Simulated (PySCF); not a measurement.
TlI, SMILES [I][Tl].

The structure is a stationary point at B3LYP-D3(BJ)/def2-TZVP. The def2 effective core potentials stand for the cores of I, Tl; spin–orbit coupling is left out.

Computed with TDA-PBE0/def2-TZVPD (PySCF).

Vertical excitations; the highest root listed may be one member of a degenerate set.  State labels are in the subgroup C2v.

Computed UV-visible absorptions:
```csv
state,symmetry,energy (eV),λ (nm),f,main pairs
S1,A2,3.76,329,0.000,"HOMO−1→LUMO+1 50 %, HOMO→LUMO 50 %"
S2,A1,3.80,326,0.000,"HOMO−1→LUMO, HOMO→LUMO+1 (degenerate set)"
S3,A2,3.80,326,0.000,"HOMO→LUMO, HOMO−1→LUMO+1 (degenerate set)"
S4,B2,3.82,325,0.016,HOMO−2→LUMO+1 (degenerate set)
S5,B1,3.82,325,0.016,HOMO−2→LUMO (degenerate set)
S6,A1,4.27,291,0.024,"HOMO→LUMO+1 42 %, HOMO−1→LUMO 42 %, HOMO−2→LUMO+2 15 %"
S7,B1,5.20,238,0.009,HOMO−1→LUMO+2 (degenerate set)
S8,B2,5.20,238,0.009,HOMO→LUMO+2 (degenerate set)
S9,A1,6.06,204,0.493,"HOMO−2→LUMO+3 53 %, HOMO−2→LUMO+2 37 %"
S10,B1,6.11,203,0.113,HOMO−1→LUMO+3 97 %
T1,B1,3.36,369,0,HOMO−2→LUMO (degenerate set)
T2,B2,3.36,369,0,HOMO−2→LUMO+1 (degenerate set)
T3,A1,3.53,351,0,"HOMO−1→LUMO 49 %, HOMO→LUMO+1 49 %"
T4,A1,3.64,341,0,"HOMO→LUMO+1 50 %, HOMO−1→LUMO 50 %"
```
Triplets are in the Tamm–Dancoff approximation.
